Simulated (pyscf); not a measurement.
Single points on ωB97X-D3(BJ)/def2-SVP structures (PySCF, gas phase). MP2 and CC: frozen core, UHF for open shells. ΔMP2 is the change of the MP2 total energy from the triple- to the quadruple-zeta basis.

Task: Estimate the classical barrier height and the reaction energy of H₂Si=Se (SMILES [SiH2]=[Se]) + H₂Se (SMILES [SeH2]) -> HSe–SiH₂–SeH (SMILES [SeH][SiH2][SeH]) at CCSD(T)/def2-TZVPP + ΔMP2(QZVPP). The step runs on the singlet surface, breaks H–Se and forms H–Se, Se–Si; take the separated reactants as zero.

Result: ΔE‡ = -2.8 kcal/mol, ΔE = -38.9 kcal/mol. Zero-point energy shifts the barrier by +0.9 kcal/mol. It is an addition across a multiple bond or ene-type step, with an imaginary mode of 730i cm⁻¹. On the reactant side the descent ends in an adduct with a Se–Si contact, 13.4 kcal/mol under the separated species and 5.8 kcal/mol under the saddle at ωB97X-D3(BJ)/def2-TZVP. At CCSD(T) the saddle lies under the separated reactants, which points to a path from their complex (located at ωB97X-D3(BJ) alone). What is counted as formed (Se–Si) is already present as a longer contact in the reactant adduct; forming that adduct is a step of its own. At ωB97X-D3(BJ)/def2-TZVP the barrier from the zero used here is -7.6 kcal/mol. One saddle was located; it need not be the lowest between these sides. The CCSD(T) − MP2 part came from Ansatz, without density fitting, on the same reference. The frozen core leaves the outer d or s,p core shells of the metals and heavy elements correlated in the MP2 and CC values, and def2-TZVPP describes them poorly, which can shift differences by a few kcal/mol. Elements up to Kr have no core potential and no relativistic terms here.
